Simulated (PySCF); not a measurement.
CH₄F₂O₃Si.
Z-matrix (Å and degrees, PBE0-D3(BJ)/def2-SVP geometry), rows numbered from 1:
```
O 
Si  1  1.6437
O   2  1.6515  1  115.91
O   2  1.6452  1  108.93  3   121.22
C   2  1.9044  1  103.51  3  -116.26
F   5  1.3604  2  110.29  1  -161.11
F   5  1.3709  2  106.79  1    82.44
H   1  0.9618  2  117.79  3   -68.75
H   3  0.9637  2  114.52  1   -80.19
H   4  0.9621  2  115.96  1  -158.93
H   5  1.1045  2  116.26  1   -37.56
```

The closed-shell ground state was solved at several levels (PySCF, density fitting, gas phase, non-relativistic).

```tsv
level	basis functions	total energy (Eh)	HOMO (eV)	LUMO (eV)	gap (eV)	dipole (D)
B97-D/pcSseg-1	146	-755.1865	-6.99	-0.17	6.82	1.28
PBE0/STO-3G	43	-744.9701	-3.77	6.65	10.42	1.04
PBE0/pcSseg-0	75	-753.4495	-8.59	0.89	9.48	1.35
PBE0/def2-SVP	122	-754.4549	-8.35	1.09	9.44	1.37
PBE0/def2-TZVP	247	-755.1440	-8.61	0.47	9.08	1.31
PBE0/6-31G	75	-754.6678	-8.74	0.65	9.39	0.96
HF/pcSseg-1	146	-752.6700	-12.79	3.78	16.57	1.45
PBE0/cc-pVTZ	270	-755.1173	-8.50	0.61	9.11	1.29
```

(1) What might LC-wPBE/pcSseg-1 (146 basis functions) give for the same quantities?

(2) Over all these levels, which gives the widest orbital gap and which the narrowest?

(3) How much does the basis alone move the frontier levels among the 6 PBE0 rows?

(4) How far do the dipole and the HOMO energy spread over the levels?

## Answers

(1) Total energy -755.1143 Eh, HOMO -11.38 eV, LUMO 2.95 eV, gap 14.33 eV, dipole 1.32 D.

(2) HF/pcSseg-1 (Hartree–Fock, all exact exchange) has the widest, 16.57 eV, and B97-D/pcSseg-1 (GGA) the narrowest, 6.82 eV. The two share the basis. From the narrowest to the widest the HOMO moves by -5.80 eV and the LUMO by +3.95 eV.

(3) The HOMO by 4.97 eV and the LUMO by 6.18 eV. By rising basis size (HOMO, LUMO in eV): STO-3G -3.77, 6.65; pcSseg-0 -8.59, 0.89; 6-31G -8.74, 0.65; def2-SVP -8.35, 1.09; def2-TZVP -8.61, 0.47; cc-pVTZ -8.50, 0.61.

(4) The dipole runs from 0.96 to 1.45 D (mean 1.26 D) and the HOMO from -12.79 to -3.77 eV.

One conformer stands for the species.

Note: B97-D ran without an empirical dispersion term, which enters the total energy and its gradient alone.
